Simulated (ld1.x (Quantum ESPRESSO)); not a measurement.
**u(r) = r·R(r): atom against pseudo-atom (Sm)**

Columns: radius, all-electron u(r) and pseudo u(r) of the 5p shell (level -22.21 eV) of samarium in the configuration [Kr] 4d10 4f6 5s2 5p6 5d1 6s1 6p0; PBE, scalar-relativistic, PAW scheme, ld1.x (Quantum ESPRESSO) 7.5.

| r (bohr) | all-electron | pseudo |
| --- | --- | --- |
| 0.158 | -0.2731 | -0.0126 |
| 0.315 | 0.1008 | -0.0488 |
| 0.473 | 0.4525 | -0.1060 |
| 0.630 | 0.2586 | -0.1785 |
| 0.788 | -0.1353 | -0.2610 |
| 0.945 | -0.4868 | -0.3455 |
| 1.102 | -0.7252 | -0.4256 |
| 1.260 | -0.8527 | -0.4956 |
| 1.418 | -0.8932 | -0.5497 |
| 1.575 | -0.8745 | -0.5844 |
| 1.732 | -0.8199 | -0.5984 |
| 1.890 | -0.7456 | -0.5921 |
| 2.047 | -0.6642 | -0.5675 |
| 2.205 | -0.5821 | -0.5280 |
| 2.362 | -0.5046 | -0.4784 |
| 2.520 | -0.4331 | -0.4229 |
| 2.678 | -0.3692 | -0.3664 |
| 2.835 | -0.3134 | -0.3130 |
| 2.992 | -0.2648 | -0.2648 |
| 3.150 | -0.2227 | -0.2227 |
| 3.308 | -0.1869 | -0.1869 |
| 3.465 | -0.1566 | -0.1566 |
| 3.622 | -0.1310 | -0.1310 |
| 3.780 | -0.1093 | -0.1093 |
| 3.938 | -0.0911 | -0.0911 |
| 4.095 | -0.0759 | -0.0759 |

Task: How many radial nodes do the two functions have?

Result: The all-electron 5p function has n − l − 1 = 3 (the table is too coarse to show those close to the nucleus); the pseudo-wave has 0, since the states of the same l below it are removed with the core.

Task: At about which radius was the pseudo-wave matched?

Result: 3.15 bohr. The columns agree to 0.0005 from 2.83 bohr on; several derivatives are matched, so the curves merge somewhat inside the radius.

Task: Is the pseudo-wave norm-conserving?

Result: No, it belongs to a PAW set: the norm inside the radius is not constrained, and the difference is carried by the augmentation charge.
